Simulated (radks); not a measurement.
All-electron atom: Ho3+ in [Xe] 4f9 6s1 (not the ground configuration).

All-electron calculation, scalar-relativistic Kohn-Sham, PBEsol, spin-unpolarised, spherical densities, point nucleus. Program: a radial shooting solver on a logarithmic mesh with Libxc functionals.

Energy parts (eV):
total: -343136.84
kinetic: 371130.19
electron-nucleus: -838317.61
Hartree: 131246.73
exchange-correlation: -7196.15

Orbitals (lengths in bohr, moments of r in powers of bohr; <r^-3> diverges for s and p1/2):
orbital  occ.  eigenvalue (eV)  <r^-3>      <r^2>
1s          2        -55522.38       -  0.0005883
2s          2        -9324.871       -   0.009173
2p          6        -8266.492   13540   0.007444
3s          2        -2118.860       -    0.06043
3p          6        -1795.522    2898    0.06076
3d         10        -1385.157   386.3    0.05076
4s          2        -454.5984       -     0.3026
4p          6        -347.8743   657.8     0.3420
4d         10        -203.7157   73.99     0.4063
5s          2         -87.5236       -      1.688
5p          6         -60.8362   97.07      2.249
4f          9         -45.7838   11.08     0.7070
6s          1         -25.8162       -      9.272

The highest occupied level is 6s at -25.816 eV. The density falls to 0.001 e/bohr^3 at r = 3.94 bohr. Summed over all electrons, <r^2> = 40.28 bohr^2, which gives a Langevin (diamagnetic) susceptibility term of -31.9 x 10^-6 cm^3/mol.
